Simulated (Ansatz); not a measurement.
Mulliken charges of C$_{3}$H$_{5}$AlO, SMILES `C=[C]1O[CH2][AlH]1` from PBE/def2-TZVPP in Ansatz (PBE0-D4/def2-TZVP geometry).

```tsv
atom	x (Å)	y (Å)	z (Å)	charge (e)
C1	1.079	-1.096	-1.316	-0.255
C2	0.385	-0.321	-0.486	0.040
O3	-0.223	-0.832	0.651	-0.179
C4	-0.900	0.246	1.349	-0.155
Al5	-0.266	1.462	-0.071	0.263
H6	1.539	-0.659	-2.193	0.093
H7	1.204	-2.161	-1.147	0.087
H8	-0.495	0.332	2.361	0.088
H9	-1.966	0.012	1.430	0.088
H10	-0.274	2.966	-0.575	-0.069
```

Problem. By hand: the dipole of these point charges (1 e Å = 4.8032 D).

Solution. Σ q r = (-0.100, 0.338, 0.041) e Å, of length 0.355 e Å = 1.71 D.

Problem. How does the dipole of the full density compare? (An estimate is asked.)

Solution. Computed: (-0.105, 0.364, 0.041) e Å, 1.83 D; the point charges give 0.93 times that, at 1° from its direction.

Point charges leave out the atoms' own dipoles, such as those of lone pairs, and Mulliken's split depends on the basis, so the close match here is no proof of good charges.
